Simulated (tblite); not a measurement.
Compound: C₄H₉BN₂.
Geometry (GFN2-xTB, Å), atoms numbered from 1 in this order:
```
atom  x, y, z in Å
C1     2.4285   -1.0136    0.1951
C2     1.3582   -0.4309   -0.3108
C3     0.1599   -0.0049    0.4902
C4    -1.1219   -0.7493    0.0334
N5    -1.9842    0.2937   -0.4764
B6    -1.4168    1.5679   -0.3403
N7    -0.1597    1.3918    0.2561
H8     3.2684   -1.3004   -0.4151
H9     2.5073   -1.2358    1.2473
H10    1.2917   -0.2083   -1.3676
H11    0.3583   -0.1866    1.5570
H12   -1.5878   -1.2809    0.8738
H13   -0.8854   -1.4910   -0.7420
H14   -2.8797    0.0145   -0.8335
H15   -1.8986    2.5801   -0.6538
H16    0.5543    2.0624    0.4751
```

Computed values, GFN2-xTB/tblite, gas phase, harmonic and unscaled. Against measured fundamentals such values can be off by several per cent, at times by over 20. Modes of hydrogen on boron can be 10 to 20 % off. One conformer, not necessarily the lowest.

Harmonic wavenumbers (cm⁻¹): 59.7, 65.4, 261.1, 310.0, 355.0, 398.2, 427.6, 496.5, 662.2, 694.0, 724.0, 752.7, 859.0, 894.9, 900.0, 976.3, 1007.7, 1025.3, 1042.8, 1075.9, 1127.2, 1150.9, 1191.4, 1226.0, 1233.4, 1255.0, 1266.3, 1307.6, 1376.6, 1403.9, 1417.3, 1497.6, 1712.6, 2686.7, 2844.8, 2857.0, 2896.1, 3061.7, 3093.8, 3119.2, 3517.9, 3521.7.

A = 6392, B = 1888, C = 1605 MHz; mass 96.086 u (most abundant isotopes); point group C1, symmetry number 1.

Problem. Zero-point energy?

Solution. Half the sum of the wavenumbers: 28876 cm⁻¹ = 82.56 kcal/mol.

Problem. What is S at 400 K and 1 bar for an ideal gas of classical rigid rotors and harmonic oscillators?

Solution. Translation 41.09, rotation 28.08, vibration 25.50: S = 94.7 cal/(mol K).

Problem. And Cp and H(400 K) − H(0)?

Solution. Cp = 38.57 cal/(mol K), of which vibrations give 30.62 (their classical limit is 42 R = 83.5); H(400 K) − H(0) = 8.74 kcal/mol without the zero-point energy, 5.56 from vibrations.

Problem. How do the functions run with temperature in this model?

Solution. 
```csv
T (K),S (cal/(mol K)),Cp (cal/(mol K)),H − H(0) (kcal/mol),G − H(0) (kcal/mol),ln q(vib)
150,69.4,17.0,1.85,-8.56,1.82
250,79.9,25.2,3.95,-16.03,3.34
298.15,84.7,29.6,5.26,-19.99,4.11
600,113.1,52.3,17.92,-49.94,9.45
900,136.9,65.0,35.69,-87.55,14.90
```

q(vib) and H(0) count from the zero-point level.

Problem. Which modes carry the vibrational entropy at 400 K?

Solution. 59.7 cm⁻¹: 5.05; 65.4 cm⁻¹: 4.87; 261.1 cm⁻¹: 2.18; 310.0 cm⁻¹: 1.87; 355.0 cm⁻¹: 1.63; 398.2 cm⁻¹: 1.43 cal/(mol K); the other 36 give 8.47 together.

Problem. What must be added to the electronic energy to get the Gibbs energy at 400 K and 1 bar?

Solution. ZPE + [H(400 K) − H(0)] − T·S = 82.56 + 8.74 − 37.87 = 53.43 kcal/mol.

Hindered rotation and anharmonicity are outside this model. Other conformers, if any are populated, would add a mixing term that is left out. The structure is chiral; the term R ln 2 for an equal mix with its mirror image is left out.
